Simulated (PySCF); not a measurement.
GeH5O4, SMILES [OH][Ge]([OH])([OH])[OH2+], charge +1.

The structure is a stationary point at B3LYP-D3(BJ)/def2-SVP. The isomer is the one that the SMILES or the coordinates give; other isomers of the formula were not compared. One conformer was computed; it need not be the lowest.

All values below come from PBE/def2-TZVP in PySCF.

Gas-phase values at a fixed geometry.

```yaml
total_energy: -2380.24330 hartree
highest_occupied_level: -12.88 eV
lowest_empty_level: -7.12 eV
orbital_gap: 5.75 eV
dipole_moment_about_the_centre_of_nuclear_charge: 2.57 D
mean_static_polarisability: 40.7 bohr³ (6.03 Å³)
polarisability_principal_values: 37.7, 40.9, 43.4 bohr³
```
